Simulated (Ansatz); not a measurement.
Geometry optimisation, RKS PBE/def2-SVP in Ansatz 0.2.0.

Input:

```yaml
crystal:
  periodic: [false, false, false]
  atoms:
    - { symbol: In, position_ang: [0.0, 0.0, 0.0] }
    - { symbol: O, position_ang: [0.0, 0.0, 2.34] }
    - { symbol: H, position_ang: [-0.9095, -0.2814, 2.6771] }
    - { symbol: O, position_ang: [1.7233, 0.0, -0.995] }
    - { symbol: H, position_ang: [2.0232, -0.9519, -1.1499] }
    - { symbol: Cl, position_ang: [-2.113, 0.0, -1.22] }
    - { symbol: H, position_ang: [0.0928, 1.9622, 0.6527] }
    - { symbol: H, position_ang: [0.0703, 1.4875, 1.654] }
basis:
  gaussian: { orbitals: def2-SVP }
hamiltonian:
  xc: pbe
relax:
  f_tol: 0.15
  max_steps: 25
  restrain:
    - { distance: [0, 6], at: 1.77, k: 30.0 }
    - { distance: [7, 1], at: 1.01, k: 30.0 }
    - { distance: [0, 1], at: 3.19, k: 30.0 }
    - { distance: [7, 6], at: 1.86, k: 30.0 }
```

Command:

```bash
$ ansatz run input.yaml --threads 2 --pin off --max-ram 3072MiB --backend cpu --events-out ev --progress --plain --runs-dir out
```

Q: Where does it end, and by what steps?

A: The forces met the threshold. The restraints hold the end off the free minimum; the threshold counts their pulls, which the force column leaves out. Restrained pairs: In1–H7 (2.07 → 1.76 Å), O2–H8 (1.64 → 0.99 Å), In1–O2 (2.34 → 3.18 Å), H7–H8 (1.11 → 1.87 Å). After 11 steps the energy has fallen by 1.556 eV (the restraints' own energy left out); H8 moved furthest, 0.77 Å.

```tsv
step	energy less start (eV)	largest force component (eV/Å)	accepted
0	0.0000	2.020	yes
1	0.3171	2.162	yes
2	-0.2047	3.362	yes
3	-0.9953	1.732	yes
4	-1.3035	0.739	yes
5	-1.4432	1.074	yes
6	-1.4911	0.771	yes
7	-1.5297	0.689	yes
8	-1.5415	0.680	yes
9	-1.5451	0.867	no
10	-1.5502	0.664	yes
11	-1.5555	0.619	yes
```

```xyz
8
Properties=species:S:1:pos:R:3
In 0.254 0.569 -0.414
O -0.159 0.210 2.715
H -1.121 0.038 2.754
O 1.931 -0.188 -1.224
H 1.705 -0.988 -1.739
Cl -1.762 -0.497 -1.098
H 0.162 1.959 0.660
H -0.121 1.114 2.305
```

Time of the run: 24 s on 2 threads of Arm Neoverse V1, with other jobs on the host, peak memory 0.13 GiB.
